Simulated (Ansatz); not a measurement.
Reaction (atomization): `[Cl][Ga]([Cl])[SeH]` → 2 Cl• + Ga• + H• + Se•

Isolated molecules relaxed with PBE0-D4/def2-TZVP in Ansatz; ΔE leaves out vibrations. CCSD(T)/CBS is the MP2 limit (def2-TZVPP, def2-QZVPP) plus CCSD(T) − MP2 in def2-TZVPP, frozen cores. This one scheme is used for every species, atoms too. Functionals use def2-TZVPP. HSE06 is defined as in plane-wave codes. Open shells (•) are unrestricted, without spin–orbit coupling. Spin–orbit coupling would lower the free atoms: a little for Cl; clearly for Ga, Se. For Ga, Se outer-core shells are correlated without core-valence functions, so the limit isn't a true one: a few kJ/mol of doubt a bond, and 10 to 20 or more in all where bonds break to atoms. Scalar relativity is left out up to krypton. Each species was taken in one conformer, which may not be the lowest.

| level | ΔE (kcal/mol) | difference from CCSD(T)/CBS |
| --- | --- | --- |
| PBE-D4 | 323.7 | 0.7 |
| revPBE-D4 | 312.8 | -10.2 |
| BLYP-D4 | 307.9 | -15.1 |
| r2SCAN-D4 | 325.8 | 2.8 |
| PBE0-D4 | 320.2 | -2.8 |
| HSE06-D4 | 320.5 | -2.5 |
| B2PLYP | 311.2 | -11.8 |
| PBE-QIDH | 323.1 | 0.1 |
| BLYP | 299.1 | -23.9 |
| r2SCANh | 322.1 | -0.9 |
| BHLYP | 298.6 | -24.4 |
| LC-ωPBE | 313.1 | -9.9 |
| MP2/def2-SVP | 306.9 | -16.1 |
| CCSD/def2-SVP | 291.4 | -31.6 |
| MP2/def2-TZVPP | 326.1 | 3.1 |
| CCSD/CBS(def2) | 315.1 | -7.9 |
| CCSD(T)/CBS | 323.0 | 0 |

Largest T1 diagnostic among the species: 0.013.

The D4 term adds +7.0 kcal/mol with B3LYP and +3.7 kcal/mol with PBE0; it sums over pairs of atoms, weighted by their polarisabilities, and B3LYP, whose exchange is more repulsive, gets the larger term. In def2-TZVPP, CCSD(T) changes the Hartree–Fock value by +84.2 kcal/mol (the triples alone add +7.9 kcal/mol) and MP2 by +96.4 kcal/mol; breaking electron pairs costs correlation energy, which Hartree–Fock lacks. Leaving LDA and LC-ωPBE aside and taking each functional with its dispersion term where it has one, the values, not all of them listed here, spread over 20.3 kcal/mol, from BHLYP-D4 to r2SCAN-D4. LDA lies +51.8 kcal/mol from PBE without D4, its usual overbinding.

B3LYP here is the variant with VWN-RPA as its local correlation; programs differ in this.

For atomizations the MP2-based limit and the directly extrapolated one differ by several kJ/mol either way, and by 10 to 25 for some Ge, Se and Sn compounds, so smaller differences from it don't rank the levels.
